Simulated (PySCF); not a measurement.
## Atomic charges by several schemes

Compound: 2,3'-bithiophene, C₈H₆S₂.
Numbering: `[cH:1]1[cH:2][s:3][c:4](-[c:5]2[cH:6][cH:7][s:8][cH:9]2)[cH:10]1` (hydrogens: H11 on C1; H12 on C2; H13 on C6; H14 on C7; H15 on C9; H16 on C10)

Density: PBE0/pcSseg-1 (PySCF); schemes: Mulliken, IAO, Hirshfeld and ESP-fitted. Geometry: GFN2-xTB, one conformer, isolated molecule.

Do the Mulliken, IAO, Hirshfeld and ESP-fitted schemes agree on where the charge is highest?

The schemes don't all agree: Mulliken S3 (+0.289); IAO S8 (+0.356); Hirshfeld S3 and S8 (+0.110); ESP-fitted H15 (+0.260).

For which atoms does the sign change between the 4 schemes (beyond +0.03 e in one, beyond −0.03 e in another)?

C5.

At which atom do the 4 schemes differ most?

At C9: from -0.399 (ESP-fitted) to -0.087 e (Hirshfeld), 0.312 e apart.

Give the atomic charges in each scheme.

In e:

| atom | environment | Mulliken | IAO | Hirshfeld | ESP-fitted |
| --- | --- | --- | --- | --- | --- |
| C1 | aromatic CH carbon | -0.017 | -0.178 | -0.072 | -0.295 |
| C2 | aromatic CH next to a ring sulfur | -0.269 | -0.321 | -0.086 | -0.195 |
| S3 | thiophene-type sulfur | +0.289 | +0.322 | +0.110 | +0.042 |
| C4 | substituted aromatic carbon | -0.324 | -0.141 | -0.030 | -0.172 |
| C5 | substituted aromatic carbon | -0.023 | -0.027 | -0.033 | +0.240 |
| C6 | aromatic CH carbon | -0.002 | -0.186 | -0.078 | -0.222 |
| C7 | aromatic CH next to a ring sulfur | -0.254 | -0.314 | -0.081 | -0.261 |
| S8 | thiophene-type sulfur | +0.281 | +0.356 | +0.110 | +0.088 |
| C9 | aromatic CH next to a ring sulfur | -0.272 | -0.332 | -0.087 | -0.399 |
| C10 | aromatic CH carbon | -0.038 | -0.188 | -0.075 | -0.006 |
| H11 | aromatic hydrogen | +0.088 | +0.164 | +0.057 | +0.197 |
| H12 | aromatic hydrogen | +0.121 | +0.175 | +0.055 | +0.205 |
| H13 | aromatic hydrogen | +0.105 | +0.163 | +0.047 | +0.181 |
| H14 | aromatic hydrogen | +0.124 | +0.177 | +0.057 | +0.225 |
| H15 | aromatic hydrogen | +0.111 | +0.172 | +0.054 | +0.260 |
| H16 | aromatic hydrogen | +0.079 | +0.158 | +0.054 | +0.112 |

Mean size of the charges over all atoms: IAO 0.211 e, ESP-fitted 0.194 e, Mulliken 0.150 e, Hirshfeld 0.068 e. Each set sums to the total charge, 0, to within 0.001 e. The IAO scheme counts the electrons in orthogonalised intrinsic atomic orbitals, a minimal basis polarised so that it spans the occupied orbitals exactly. The Mulliken scheme counts on each atom the diagonal of the density matrix times the overlap matrix over that atom's basis functions.

How closely do the schemes follow one another over all atoms?

Correlation coefficient and root-mean-square difference: IAO with Hirshfeld 0.98, 0.158 e; Mulliken with IAO 0.91, 0.099 e; Mulliken with Hirshfeld 0.84, 0.131 e; IAO with ESP-fitted 0.81, 0.139 e; Hirshfeld with ESP-fitted 0.76, 0.168 e; Mulliken with ESP-fitted 0.70, 0.158 e.

How many electrons does the IAO scheme count on S8?

Z − q = 16 − (+0.356) = 15.644.

Sum the charges by element.

| element | atoms | Mulliken | IAO | Hirshfeld | ESP-fitted |
| --- | --- | --- | --- | --- | --- |
| C | 8 | -1.198 | -1.686 | -0.542 | -1.310 |
| S | 2 | +0.570 | +0.678 | +0.219 | +0.130 |
| H | 6 | +0.628 | +1.008 | +0.323 | +1.181 |

The run behind these numbers computed NMR shieldings as well. Time: 40 s. Hardware: one thread of an Arm Neoverse V1, shared host.

The values belong to the conformer `[cH:1]1[cH:2][s:3][c:4](-[c:5]2[cH:6][cH:7][s:8][cH:9]2)[cH:10]1`: S3–C4–C5–C6 0°.
